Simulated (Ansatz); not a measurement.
n-GeGeGeGeSiGeH14 (SiGe5H14). Total charge 0; singlet. Geometry r2SCAN-D4/def2-SVP, basis def2-TZVP, Ansatz.

```xyz
20

Ge   -0.050    0.160   -2.783
Ge    1.888   -0.130   -1.361
Ge    1.859    1.516    0.418
Ge    0.475    0.783    2.266
Si   -1.738    0.218    1.578
Ge   -1.819   -1.944    0.584
H    -1.285    0.528   -1.943
H     0.216    1.310   -3.769
H    -0.365   -1.114   -3.581
H     3.164    0.028   -2.209
H     1.911   -1.541   -0.746
H     1.296    2.840   -0.134
H     3.287    1.792    0.926
H     1.133   -0.454    2.907
H     0.424    1.888    3.340
H    -2.640    0.203    2.774
H    -2.252    1.252    0.626
H    -0.842   -2.070   -0.596
H    -3.233   -2.263    0.072
H    -1.431   -3.002    1.631
```

```csv
run,HOMO (eV),LUMO (eV)
A,-7.26,-0.72
B,-7.63,-0.41
C,-6.90,-0.99
D,-6.47,-1.12
E,-6.65,-1.21
```

**Question.** The runs used BLYP, PBE, PBE0, r2SCAN, r2SCANh. Estimate which is which.

**Answer.** A r2SCANh (10 % exact exchange); B PBE0 (25 % exact exchange); C r2SCAN (0 % exact exchange); D BLYP (0 % exact exchange); E PBE (0 % exact exchange). Exact exchange lowers occupied and raises empty levels; among semilocal functionals meta-GGAs tend to open the gap a little, and such runs are hard to tell apart. The gap grows from 5.35 eV (BLYP) to 7.22 eV (PBE0).
